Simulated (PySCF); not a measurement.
CH5Ge, SMILES [CH2][GeH3], multiplicity 2.

Coordinates come from a PBE-D3(BJ)/def2-TZVP optimisation. The isomer is the one that the SMILES or the coordinates give; other isomers of the formula were not compared.

The numbers are results of PySCF 2.14.0 with TDA-PBE/def2-SVPD, not measurements.

Vertical excitations. Isolated molecule, no solvent.

Computed lowest excited states:
```csv
state,energy (eV),λ (nm),f,main pairs
root 1,4.57,272,0.003,β HOMO−1→LUMO 88 %
root 2,4.70,264,0.004,β HOMO→LUMO 90 %
root 3,4.97,249,0.037,β HOMO−2→LUMO 95 %
root 4,5.20,238,0.001,α HOMO→LUMO 99 %
root 5,5.52,225,0.013,α HOMO→LUMO+1 97 %
root 6,6.07,204,0.000,α HOMO→LUMO+2 99 %
root 7,6.39,194,0.026,α HOMO→LUMO+3 96 %
root 8,6.62,187,0.000,β HOMO−3→LUMO 97 %
root 9,6.85,181,0.009,α HOMO→LUMO+4 98 %
root 10,7.47,166,0.000,"α HOMO−1→LUMO 47 %, β HOMO→LUMO+1 44 %"
```
Unrestricted roots are not spin-pure.
